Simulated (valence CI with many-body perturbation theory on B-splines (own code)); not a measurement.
E1 transitions of Ni XIV

Computed by valence CI with perturbative core correlation (CI+MBPT): five valence electrons over a frozen Dirac-Fock core [Ne], a basis of 11 s, 11 p, 10 d, 8 f, 5 g, 2 h functions for each j, with the one-electron correlation potential Σ1, the two-electron term Σ2, the three-electron term Σ3, Breit, model QED; selected CI, second order for the rest, scaled by the run's own slope (own B-spline code, finite nucleus).

No measured levels were compared; by estimate levels of excited configurations hold to 0.05 to 0.15 % of their energy, terms of the ground configuration to about 0.5 %. Among the levels kept, up to 3200 cm⁻¹ of a level comes from second order outside the variational space, and about a tenth of that is noise between levels of different J, which matters for small intervals.

Lines 101 to 150 of 570 in falling wavelength, among levels below 1225600 cm⁻¹, chosen from the strongest by gf and those to the six lowest levels. Wavelengths and rates use the calculated energies, so an error of 200 cm⁻¹ moves a line at 253.3 Å by 0.051 % and its rate by three times that or more. Electric multipoles are in the length gauge, E1 and E2 with the static RPA response of the core. Weak lines are less certain than strong ones. Lines between different terms over intervals too small for the method are left out, as are lines whose strength nearly cancels. Where a level lies close to another of its J and parity, the split of strength between their lines is uncertain. The highest levels of a list are the least certain.

Names give the largest LS component (configuration and term), which can be under half, so a name can repeat, a term be missing and a line seem to break the LS rules; names also repeat where a configuration has a term twice. Letters in brackets count levels of one name in rising energy.

| λ vac (Å) | Upper | Lower | A (s⁻¹) | S (a.u.) with core polarisation | S without |
| --- | --- | --- | --- | --- | --- |
| 253.3 | 3s.3p3.3d 2P°_3/2 [c] | 3s2.3p2.3d 2D_5/2 [b] | 3.93e+09 | 1.26e-01 | 1.30e-01 |
| 252.7 | 3s.3p4 2D_5/2 | 3s2.3p3 4S°_3/2 | 1.71e+07 | 8.16e-04 | 8.43e-04 |
| 251.9 | 3s.3p3.3d 4D°_5/2 [d] | 3s2.3p2.3d 4P_5/2 | 4.62e+09 | 2.19e-01 | 2.26e-01 |
| 251.9 | 3s.3p3.3d 2F°_5/2 [c] | 3s2.3p2.3d 2D_5/2 [b] | 4.62e+09 | 2.19e-01 | 2.26e-01 |
| 251.8 | 3s.3p3.3d 2F°_7/2 [a] | 3s2.3p2.3d 2F_7/2 [a] | 2.39e+09 | 1.51e-01 | 1.56e-01 |
| 251.6 | 3s.3p3.3d 2D°_3/2 [c] | 3s2.3p2.3d 4P_3/2 | 3.89e+09 | 1.22e-01 | 1.26e-01 |
| 251.3 | 3s.3p3.3d 4D°_7/2 [d] | 3s2.3p2.3d 4P_5/2 | 9.83e+09 | 6.16e-01 | 6.37e-01 |
| 250.9 | 3s.3p3.3d 4D°_5/2 [c] | 3s2.3p2.3d 4D_7/2 | 2.04e+09 | 9.55e-02 | 9.88e-02 |
| 250.4 | 3s.3p3.3d 2F°_7/2 [d] | 3s2.3p2.3d 2D_5/2 [b] | 1.40e+09 | 8.65e-02 | 8.96e-02 |
| 250.1 | 3s2.3p2.3d 4F_3/2 | 3s2.3p3 2P°_1/2 | 2.62e+07 | 8.09e-04 | 8.32e-04 |
| 248.8 | 3s2.3p2.3d 2P_3/2 [a] | 3s2.3p3 2D°_3/2 | 8.95e+08 | 2.72e-02 | 2.82e-02 |
| 246.5 | 3s.3p3.3d 2F°_5/2 [a] | 3s2.3p2.3d 2F_5/2 [a] | 3.38e+09 | 1.50e-01 | 1.55e-01 |
| 246.5 | 3s.3p3.3d 6D°_3/2 | 3s.3p4 4P_5/2 | 3.50e+07 | 1.03e-03 | 1.06e-03 |
| 246.1 | 3s.3p3.3d 6D°_5/2 | 3s.3p4 4P_5/2 | 4.34e+07 | 1.92e-03 | 1.97e-03 |
| 245.6 | 3s.3p4 2S_1/2 [a] | 3s2.3p3 2D°_3/2 | 8.88e+09 | 1.30e-01 | 1.34e-01 |
| 244.4 | 3s.3p3.3d 2G°_7/2 [b] | 3s2.3p2.3d 4D_7/2 | 3.63e+09 | 2.09e-01 | 2.16e-01 |
| 242.5 | 3s2.3p.3d2 2P°_1/2 [a] | 3s2.3p2.3d 2D_3/2 [b] | 9.21e+09 | 1.30e-01 | 1.34e-01 |
| 241.8 | 3s.3p3.3d 2D°_5/2 [a] | 3s2.3p2.3d 2F_7/2 [a] | 4.39e+09 | 1.84e-01 | 1.90e-01 |
| 241.7 | 3s.3p3.3d 2P°_3/2 [c] | 3s2.3p2.3d 2D_5/2 [a] | 7.37e+09 | 2.05e-01 | 2.12e-01 |
| 241.0 | 3s2.3p2.3d 4D_1/2 | 3s2.3p3 2P°_3/2 | 4.34e+08 | 5.99e-03 | 6.20e-03 |
| 240.4 | 3p5 2P°_3/2 | 3s.3p4 4P_5/2 | 1.92e+08 | 5.26e-03 | 5.43e-03 |
| 240.2 | 3s2.3p2.3d 4D_3/2 | 3s2.3p3 2P°_3/2 | 4.87e+07 | 1.33e-03 | 1.38e-03 |
| 239.7 | 3s.3p3.3d 4D°_7/2 [c] | 3s2.3p2.3d 4F_9/2 | 4.04e+09 | 2.20e-01 | 2.27e-01 |
| 239.5 | 3s.3p3.3d 2P°_3/2 [d] | 3s2.3p2.3d 2S_1/2 | 3.07e+09 | 8.32e-02 | 8.59e-02 |
| 239.1 | 3s.3p3.3d 2F°_7/2 [d] | 3s2.3p2.3d 2D_5/2 [a] | 1.05e+10 | 5.67e-01 | 5.86e-01 |
| 238.2 | 3s.3p3.3d 2P°_1/2 [c] | 3s2.3p2.3d 2S_1/2 | 9.07e+09 | 1.21e-01 | 1.25e-01 |
| 238.1 | 3s.3p3.3d 2G°_9/2 [b] | 3s2.3p2.3d 4D_7/2 | 5.69e+09 | 3.79e-01 | 3.91e-01 |
| 238.1 | 3s.3p3.3d 2P°_3/2 [d] | 3s2.3p2.3d 2P_3/2 [c] | 6.57e+09 | 1.75e-01 | 1.81e-01 |
| 237.0 | 3s2.3p.3d2 2F°_5/2 [a] | 3s2.3p2.3d 2F_5/2 [b] | 3.94e+09 | 1.55e-01 | 1.60e-01 |
| 236.2 | 3s.3p3.3d 2G°_7/2 [b] | 3s2.3p2.3d 4D_5/2 | 1.84e+09 | 9.56e-02 | 9.87e-02 |
| 236.2 | 3s.3p3.3d 2D°_5/2 [d] | 3s2.3p2.3d 2D_3/2 [a] | 3.95e+09 | 1.54e-01 | 1.59e-01 |
| 234.9 | 3s.3p3.3d 2P°_3/2 [d] | 3s2.3p2.3d 2F_5/2 [b] | 4.44e+09 | 1.13e-01 | 1.17e-01 |
| 234.5 | 3s2.3p2.3d 4D_1/2 | 3s2.3p3 2P°_1/2 | 5.67e+07 | 7.22e-04 | 7.49e-04 |
| 234.3 | 3p4.3d 4F_9/2 | 3s.3p3.3d 4D°_7/2 [a] | 3.83e+09 | 2.43e-01 | 2.51e-01 |
| 233.4 | 3s2.3p.3d2 2F°_7/2 [a] | 3s2.3p2.3d 2F_7/2 [b] | 4.66e+09 | 2.34e-01 | 2.41e-01 |
| 232.5 | 3s.3p3.3d 2D°_5/2 [c] | 3s2.3p2.3d 2G_7/2 | 2.19e+09 | 8.14e-02 | 8.41e-02 |
| 232.4 | 3s.3p4 2S_1/2 [b] | 3s2.3p3 2D°_3/2 | 4.10e+08 | 5.08e-03 | 5.26e-03 |
| 232.0 | 3s.3p3.3d 2F°_5/2 [c] | 3s2.3p2.3d 2D_3/2 [a] | 4.06e+09 | 1.50e-01 | 1.55e-01 |
| 231.7 | 3s.3p3.3d 2F°_7/2 [c] | 3s2.3p2.3d 2G_9/2 | 1.71e+09 | 8.41e-02 | 8.70e-02 |
| 231.6 | 3s.3p3.3d 2G°_7/2 [b] | 3s2.3p2.3d 2F_7/2 [a] | 4.80e+09 | 2.35e-01 | 2.43e-01 |
| 231.3 | 3s.3p3.3d 2P°_3/2 [d] | 3s2.3p2.3d 2P_1/2 [b] | 4.15e+09 | 1.01e-01 | 1.05e-01 |
| 231.0 | 3s.3p3.3d 4D°_5/2 [c] | 3s2.3p2.3d 4F_7/2 | 3.49e+09 | 1.27e-01 | 1.32e-01 |
| 230.5 | 3s2.3p.3d2 4P°_5/2 [a] | 3s2.3p2.3d 2F_7/2 [b] | 4.66e+09 | 1.69e-01 | 1.74e-01 |
| 230.1 | 3s.3p3.3d 2D°_5/2 [e] | 3s2.3p2.3d 2D_5/2 [c] | 8.80e+09 | 3.17e-01 | 3.28e-01 |
| 230.1 | 3s2.3p.3d2 4D°_5/2 [a] | 3s2.3p2.3d 2D_5/2 [b] | 2.26e+09 | 8.15e-02 | 8.42e-02 |
| 229.5 | 3s2.3p.3d2 4P°_5/2 [a] | 3s2.3p2.3d 2P_3/2 [c] | 3.43e+09 | 1.23e-01 | 1.27e-01 |
| 229.4 | 3p4.3d 4F_7/2 | 3s.3p3.3d 4D°_5/2 [a] | 3.66e+09 | 1.74e-01 | 1.80e-01 |
| 229.3 | 3s.3p3.3d 2P°_3/2 [b] | 3s2.3p2.3d 2P_3/2 [b] | 3.45e+09 | 8.22e-02 | 8.49e-02 |
| 229.0 | 3s.3p3.3d 2D°_3/2 [e] | 3s2.3p2.3d 2D_3/2 [c] | 1.17e+10 | 2.77e-01 | 2.86e-01 |
| 228.6 | 3s2.3p2.3d 4F_5/2 | 3s2.3p3 2D°_5/2 | 8.83e+07 | 3.13e-03 | 3.22e-03 |
